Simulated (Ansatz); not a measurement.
Input file for Ansatz (a quantum-chemistry and plane-wave program): U-wB97M-V/def2-TZVPP on S2-, 2S+1 = 2, a spin state set in the input, which need not be the lowest, a point of a bond scan (R = 2.010 Å). Charge -1.

Ansatz 0.2 input:
```yaml
crystal:
  periodic: [false, false, false]
  atoms:
    - {symbol: S, position_ang: [0.00000000, 0.00000000, 0.00000000]}
    - {symbol: S, position_ang: [0.00000000, 0.00000000, 2.01047700]}
basis:
  gaussian:
    orbitals: def2-TZVPP
    pivot_positions_ang: [[0.00000000, 0.00000000, 0.00000000], [0.00000000, 0.00000000, 2.01047700]]
hamiltonian:
  xc: {name: wB97M-V}
total_charge: -1
magnetization: {spin_polarized: true, initial_magnetization: 1}
output: {forces: true, orbitals: {seedname: ./end}}
```

Give the final energy of this run.

-796.4007 hartree.
